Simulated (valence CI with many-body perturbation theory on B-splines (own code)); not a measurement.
**E1 line list for Fe XII**

Level of theory: configuration interaction combined with many-body perturbation theory (CI+MBPT): five valence electrons over a frozen Dirac-Fock core [Ne], radial functions for each j: 9 s, 9 p, 8 d, 6 f, 3 g, 1 h, with the one-electron correlation potential Σ1 (screened to all orders), the two-electron term Σ2, the three-electron term Σ3, Breit, model QED; selected single and double excitations, second order for the rest, scaled by the run's own slope (own B-spline code, finite nucleus).

No measured spectrum was set against this ion. As an estimate, levels of excited configurations hold to 0.05 to 0.15 % of their energy, terms of the ground configuration to about 0.5 %. Among the levels kept, up to 650 cm⁻¹ of a level comes from second order outside the variational space, and about a tenth of that is noise between levels of different J, which matters for small intervals.

Lines 51 to 100 of 173 in falling wavelength, among levels below 653380 cm⁻¹, chosen from the strongest by gf and those to the six lowest levels. Wavelengths and rates use the calculated energies, so an error of 200 cm⁻¹ moves a line at 33.75 nm by 0.068 % and its rate by three times that or more. Electric multipoles are in the length gauge, E1 and E2 with the static RPA response of the core. Weak lines are less certain than strong ones. Lines between different terms over intervals too small for the method are left out, as are lines whose strength nearly cancels. The highest levels of a list are the least certain.

Names give the largest LS component (configuration and term), which can be under half, so a name can repeat, a term be missing and a line seem to break the LS rules; names also repeat where a configuration has a term twice. Letters in brackets count levels of one name in rising energy.

```tsv
λ vac (nm)	Upper	Lower	A (s⁻¹)	S (a.u.)
33.75	3p⁵ ²P°_3/2	3s3p⁴ ²D_3/2	8.41e+08	6.38e-02
33.54	3s3p⁴ ²D_3/2	3s²3p³ ²D°_3/2	3.33e+09	2.48e-01
33.33	3s3p⁴ ²D_5/2	3s²3p³ ²D°_3/2	2.63e+07	2.88e-03
32.36	3s²3p²3d ²P_3/2 [a]	3s²3p³ ²P°_3/2	5.89e+08	3.94e-02
32.15	3p⁵ ²P°_1/2	3s3p⁴ ²D_3/2	3.80e+09	1.24e-01
31.88	3s3p⁴ ²P_1/2	3s²3p³ ²P°_3/2	9.57e+05	3.06e-05
31.71	3s²3p²3d ²P_3/2 [a]	3s²3p³ ²P°_1/2	3.47e+08	2.18e-02
31.24	3s3p⁴ ²P_1/2	3s²3p³ ²P°_1/2	3.18e+09	9.57e-02
30.31	3s3p⁴ ²S_1/2	3s²3p³ ²P°_3/2	7.11e+09	1.95e-01
29.74	3s3p⁴ ²S_1/2	3s²3p³ ²P°_1/2	8.95e+08	2.32e-02
29.42	3s3p⁴ ²D_3/2	3s²3p³ ⁴S°_3/2	5.01e+06	2.52e-04
29.25	3s3p⁴ ²D_5/2	3s²3p³ ⁴S°_3/2	8.16e+06	6.05e-04
29.24	3s3p³3d ⁶D°_1/2	3s3p⁴ ⁴P_3/2	3.33e+07	8.20e-04
29.21	3s3p³3d ⁶D°_3/2	3s3p⁴ ⁴P_3/2	8.31e+06	4.09e-04
29.11	3s²3p²3d ²P_3/2 [a]	3s²3p³ ²D°_5/2	7.51e+09	3.66e-01
28.90	3s²3p²3d ⁴F_3/2	3s²3p³ ²P°_3/2	7.39e+05	3.52e-05
28.73	3s²3p²3d ²P_3/2 [a]	3s²3p³ ²D°_3/2	8.51e+08	3.98e-02
28.59	3s²3p²3d ⁴F_5/2	3s²3p³ ²P°_3/2	9.62e+06	6.65e-04
28.41	3s3p³3d ⁶D°_3/2	3s3p⁴ ⁴P_5/2	1.73e+07	7.82e-04
28.39	3p⁵ ²P°_3/2	3s3p⁴ ⁴P_3/2	1.74e+07	7.88e-04
28.38	3s3p³3d ⁶D°_5/2	3s3p⁴ ⁴P_5/2	2.06e+07	1.39e-03
28.37	3s²3p²3d ⁴F_3/2	3s²3p³ ²P°_1/2	1.73e+07	7.81e-04
28.35	3s3p⁴ ²P_1/2	3s²3p³ ²D°_3/2	7.17e+09	1.61e-01
28.33	3s3p³3d ⁶D°_7/2	3s3p⁴ ⁴P_5/2	5.42e+06	4.87e-04
27.64	3p⁵ ²P°_3/2	3s3p⁴ ⁴P_5/2	9.38e+07	3.91e-03
27.63	3s²3p²3d ²F_5/2 [a]	3s²3p³ ²P°_3/2	5.52e+06	3.45e-04
27.28	3s²3p²3d ⁴D_1/2	3s²3p³ ²P°_3/2	1.56e+08	3.12e-03
27.20	3s²3p²3d ⁴D_3/2	3s²3p³ ²P°_3/2	2.53e+07	1.01e-03
27.11	3s3p⁴ ²S_1/2	3s²3p³ ²D°_3/2	3.54e+08	6.96e-03
26.89	3s²3p²3d ⁴D_5/2	3s²3p³ ²P°_3/2	2.13e+06	1.22e-04
26.82	3s²3p²3d ⁴D_1/2	3s²3p³ ²P°_1/2	3.18e+07	6.05e-04
26.74	3s²3p²3d ⁴D_3/2	3s²3p³ ²P°_1/2	6.94e+06	2.62e-04
26.28	3s²3p²3d ⁴F_3/2	3s²3p³ ²D°_5/2	1.96e+06	7.03e-05
26.02	3s²3p²3d ⁴F_5/2	3s²3p³ ²D°_5/2	4.76e+07	2.48e-03
25.97	3s²3p²3d ⁴F_3/2	3s²3p³ ²D°_3/2	1.62e+08	5.59e-03
25.72	3s²3p²3d ⁴F_5/2	3s²3p³ ²D°_3/2	2.16e+07	1.09e-03
25.65	3s²3p²3d ²P_3/2 [a]	3s²3p³ ⁴S°_3/2	4.49e+07	1.50e-03
25.65	3s²3p²3d ⁴F_7/2	3s²3p³ ²D°_5/2	2.69e+07	1.79e-03
25.34	3s3p⁴ ²P_1/2	3s²3p³ ⁴S°_3/2	4.91e+07	7.89e-04
25.22	3s²3p²3d ²F_5/2 [a]	3s²3p³ ²D°_5/2	3.46e+05	1.65e-05
24.95	3s²3p²3d ²F_7/2 [a]	3s²3p³ ²D°_5/2	3.36e+07	2.06e-03
24.94	3s²3p²3d ²F_5/2 [a]	3s²3p³ ²D°_3/2	1.91e+06	8.78e-05
24.87	3s²3p²3d ⁴D_3/2	3s²3p³ ²D°_5/2	3.51e+08	1.07e-02
24.66	3s²3p²3d ⁴D_1/2	3s²3p³ ²D°_3/2	4.18e+08	6.19e-03
24.61	3s²3p²3d ⁴D_5/2	3s²3p³ ²D°_5/2	1.01e+08	4.45e-03
24.59	3s²3p²3d ⁴D_3/2	3s²3p³ ²D°_3/2	2.99e+05	8.77e-06
24.35	3s3p⁴ ²S_1/2	3s²3p³ ⁴S°_3/2	7.86e+07	1.12e-03
24.34	3s²3p²3d ⁴D_5/2	3s²3p³ ²D°_3/2	3.88e+06	1.66e-04
24.05	3s²3p²3d ⁴D_7/2	3s²3p³ ²D°_5/2	3.78e+05	2.08e-05
23.72	3s²3p²3d ²P_3/2 [b]	3s²3p³ ²P°_3/2	3.52e+09	9.27e-02
```
